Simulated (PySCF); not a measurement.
FH4N2NbS, SMILES [NH2][Nb]([NH2])([F])=[S], multiplicity 1.

Geometry optimised at r2SCAN-D4/def2-SVP. The multiplicity is an assumed one; no other spin state was optimised. The structure was generated by enumeration; whether it is a known compound was not checked. The def2 effective core potentials stand for the cores of Nb; spin–orbit coupling is left out. One conformer was computed; it need not be the lowest.

Two levels are set side by side: TDA-PBE/def2-SVPD (PySCF) and TDA-PBE0/def2-SVPD (PySCF). Vertical, same geometry. The lowest singlet is HOMO→LUMO 91 % with PBE and HOMO→LUMO 90 % with the other functional; states are paired by order. Differences are taken from unrounded values.

| quantity | TDA-PBE |
|---|---|
| lowest singlet excitation (eV) | 3.86 |
| lowest triplet excitation (TDA) (eV) | 3.40 |

Question: These are the TDA-PBE values. What does TDA-PBE0 give? (The exact figures need the calculation; the answer reports its results.)

Answer: 
```csv
quantity,TDA-PBE0,TDA-PBE minus TDA-PBE0
lowest singlet excitation (eV),3.99,-0.13
lowest triplet excitation (TDA) (eV),3.40,0.00
```

Functionals without exact exchange tend to place singlet excitations lower, as here. Differences between two approximate levels are no errors against the true value.

Rough cost on one machine, each run with all the roots and properties that it gave: TDA-PBE0 against TDA-PBE within a factor of 2.
